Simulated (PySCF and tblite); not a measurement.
Results of a calculation; reference values are marked as such.
Stationary points of C$_{3}$H$_{3}$BrO$_{2}$ at GFN2-xTB, in Å:

Structure A

```
 1 O    -1.982   -0.970   -0.437
 2 C    -1.603    0.134   -0.137
 3 C    -0.208    0.482    0.088
 4 Br    0.183    2.279    0.550
 5 C     0.780   -0.425   -0.023
 6 O     2.063   -0.133    0.179
 7 H    -2.301    0.979   -0.009
 8 H     0.498   -1.439   -0.290
 9 H     2.638   -0.898    0.062
```

Structure B

```
 1 O    -2.096   -0.849   -0.528
 2 C    -1.578    0.152   -0.104
 3 C    -0.147    0.303    0.095
 4 Br    0.476    1.980    0.781
 5 C     0.749   -0.666   -0.177
 6 O     2.055   -0.608   -0.025
 7 H    -2.166    1.046    0.171
 8 H     0.391   -1.613   -0.565
 9 H     2.329    0.260    0.326
```

Structure C

```
 1 O    -2.073   -0.934   -0.382
 2 C    -1.613    0.133   -0.072
 3 C    -0.177    0.405    0.038
 4 Br    0.323    2.147    0.595
 5 C     0.762   -0.516   -0.224
 6 O     2.088   -0.270   -0.213
 7 H    -2.251    1.004    0.163
 8 H     0.442   -1.506   -0.542
 9 H     2.500   -0.462    0.636
```

Geometries: GFN2-xTB; energies: PBE0/pcSseg-1 + D3(BJ); zero-point and thermal terms from GFN2-xTB harmonic modes (soft modes blended into free rotors).

Problem. Which structure is a saddle point, and along which motion?

Solution. C: one imaginary mode (613i cm⁻¹ at GFN2-xTB, mostly on H9, O6), along the rotation about the C5–O6 bond (torsion C3–C5–O6–H from 0° to 180°, rising).

Problem. Give their symmetry and energies above the lowest.

Solution. A Cs, 4.2 kcal/mol; B Cs, 0.0 kcal/mol; C C1, 11.1 kcal/mol.

Spin–orbit effects of heavy atoms on shieldings are missing.
